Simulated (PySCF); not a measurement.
C6H9NO.
Cartesian coordinates in Å at the PBE0-D3(BJ)/def2-SVP level; atoms count from 1:
```xyz
17
C6H9NO angstrom
C      2.2323    0.5582   -0.1292
O      1.5633   -0.6572   -0.2823
C      0.2194   -0.6031   -0.1956
C     -0.6147   -1.7449   -0.3259
C     -1.9123   -1.2965   -0.1908
N     -1.8977    0.0514    0.0096
C     -3.0453    0.8757    0.2682
C     -0.5951    0.4983    0.0158
H      1.9349    1.2885   -0.9053
H      3.3074    0.3565   -0.2239
H      2.0383    1.0085    0.8628
H     -0.2846   -2.7646   -0.5072
H     -2.8520   -1.8447   -0.2229
H     -3.1165    1.1597    1.3316
H     -3.0058    1.7947   -0.3361
H     -3.9558    0.3270   -0.0062
H     -0.3627    1.5500    0.1576
```

Level: PBE0/def2-SVPD in PySCF, non-relativistic, on one gas-phase PBE0-D3(BJ)/def2-SVP geometry that isn't relaxed in the solvent. The solvent is an IEF-PCM continuum (van der Waals radii × 1.2), and excitations are vertical TDDFT with non-equilibrium linear response and a frozen core. Only the electrostatic response of the medium enters.

```json
{"run": "gas", "E − E(gas) (kcal/mol)": "0.00", "HOMO (eV)": "-5.68", "HOMO–LUMO gap (eV)": "6.35", "dipole (D)": "2.69", "lowest singlet (eV)": "5.32", "static polarisability (au)": "83.5"}
{"run": "P", "E − E(gas) (kcal/mol)": "-2.49", "HOMO (eV)": "-5.73", "HOMO–LUMO gap (eV)": "6.52", "dipole (D)": "3.14", "lowest singlet (eV)": "5.45", "static polarisability (au)": "95.3"}
{"run": "Q", "E − E(gas) (kcal/mol)": "-4.73", "HOMO (eV)": "-5.80", "HOMO–LUMO gap (eV)": "6.62", "dipole (D)": "3.57", "lowest singlet (eV)": "5.54", "static polarisability (au)": "106.9"}
```

Problem. The runs were made in benzene and tetrahydrofuran. Which run belongs to which solvent?

Solution. P = benzene, Q = tetrahydrofuran. The dielectric constants are 2.271 (benzene), 7.426 (tetrahydrofuran), and the energy falls further as ε rises. The optical constants n² used for the excitations are 2.25, 1.97 in the same order. In this model the ground state sees the solvent through ε alone.

Problem. How constant is the ratio of the lowering to (ε − 1)/(2ε + 1)?

Solution. 
| solvent | (ε − 1)/(2ε + 1) | E − E(gas) (kcal/mol) | ratio (kcal/mol) | polarisation term (kcal/mol) |
| --- | --- | --- | --- | --- |
| benzene | 0.229 | -2.49 | -10.8 | -2.70 |
| tetrahydrofuran | 0.405 | -4.73 | -11.7 | -5.55 |

The ratio changes by +7.7 % in size from benzene to tetrahydrofuran. The polarisation term is half the interaction of the solute with the induced surface charges.

Rough CPU time on one thread of a shared machine: about 90 s. This is the whole response run at PBE0/def2-SVPD in tetrahydrofuran, SCF included.
